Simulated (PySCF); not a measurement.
An EPR job, as run on `N#C[C@@]1(F)[Si](N)CC1` [radical].

Computed with PySCF, UKS B3LYP, pcH-1 on C F H N Si, non-relativistic, mean-field spin-orbit, GIAO.

Input of the driver that calls PySCF (job settings, then Cartesian coordinates in Å):

```
{"job": {"kind": "epr", "basis": "pcH-1"}, "charge": 0, "multiplicity": 2}
N      0.0317     2.6234     1.2618
C     -0.3552     1.8543     0.5020
C     -0.6751     0.8301    -0.4295
F     -1.4547     1.3241    -1.4664
C     -1.2812    -0.4456     0.1797
C     -0.3155    -1.5488    -0.2795
Si     0.8942    -0.2342    -1.0187
N      2.1618     0.1528     0.0800
H     -2.2938    -0.5846    -0.1988
H     -1.3176    -0.3676     1.2664
H      0.0851    -2.1389     0.5418
H     -0.7731    -2.2315    -0.9908
H      2.2372     1.0733     0.4872
H      3.0557    -0.3072     0.0427
```

Output:

```
UKS, coarse grid
  cycle   1  E = -654.71812845  |g| = 5.73e-01
  cycle   2  E = -654.38532728  |g| = 1.07e+00
  cycle   3  E = -654.83217982  |g| = 2.03e-01
  cycle   4  E = -654.84846120  |g| = 7.38e-02
  cycle   5  E = -654.85057721  |g| = 2.19e-02
  cycle   6  E = -654.85079281  |g| = 7.14e-03
  cycle   7  E = -654.85081645  |g| = 2.17e-03
  cycle   8  E = -654.85081875  |g| = 7.19e-04
UKS, final grid
  cycle   1  E = -654.85081107  |g| = 9.73e-04
  cycle   2  E = -654.85081039  |g| = 1.63e-03
  cycle   3  E = -654.85081154  |g| = 1.33e-04
  cycle   4  E = -654.85081155  |g| = 3.57e-05
  cycle   5  E = -654.85081155  |g| = 2.89e-05
E = -654.85081155 Eh   <S^2> = 0.7528 (exact 0.7500)
g shifts (ppm)      1          2          3
  rmc          -169       -169       -169
  gc             80         28         88
  oz_so        -900        258       1352
  total        -989        117       1271
hyperfine (MHz)  atom isotope    a_iso     a_fc   dipolar eigenvalues
    0   14N       0.55       0.55     -1.05     -0.98      2.03
    1   13C      -2.89      -2.89     -1.12     -0.49      1.60
    2   13C       5.19       5.17     -7.58     -6.77     14.34
    3   19F      19.17      18.96    -11.69     -3.18     14.86
    4   13C       3.57       3.57     -2.53     -1.76      4.29
    5   13C      62.64      62.61    -15.61    -14.71     30.32
    6  29Si    -518.24    -519.01   -128.56     61.18     67.38
    7   14N       8.35       8.33     -8.88     -8.56     17.44
    8    1H      26.83      26.84     -1.92     -0.64      2.57
    9    1H       8.61       8.62     -1.83     -0.89      2.72
   10    1H       1.65       1.63     -7.64     -1.15      8.80
   11    1H      -8.81      -8.81     -7.68     -2.94     10.62
   12    1H      -6.47      -6.50    -10.71     -2.78     13.49
   13    1H      -7.08      -7.11    -10.18     -4.92     15.11
```

The program numbers atoms from 0. The g shifts stand along the tensor's principal axes 1 to 3: rmc is the relativistic mass correction, gc the gauge correction, oz_so the orbital-Zeeman/spin–orbit term. a_fc is the Fermi-contact part of a_iso, which also holds a spin–orbit part where one was computed. The run used 270 basis functions and 13 SCF iterations in all.

The run took 94 s wall (with the writing of density and orbital grids) on an Arm Neoverse V1 with one thread, no GPU, on a shared host, and the process peaked at 1.0 GiB of memory.

Task: Where does the spin sit (Mulliken spin populations, atoms from 0)?

Result: 6 Si +0.67, 7 N +0.15, 5 C +0.13, 2 C +0.04, 0 N +0.02, 8 H +0.01, 1 C -0.01, 11 H -0.01. Over all atoms they add up to 1.

The structure is a single GFN2-xTB conformer in the gas phase; no vibrational or solvent corrections.
Labels such as C1 count atoms from 1, the log's own numbers from 0.
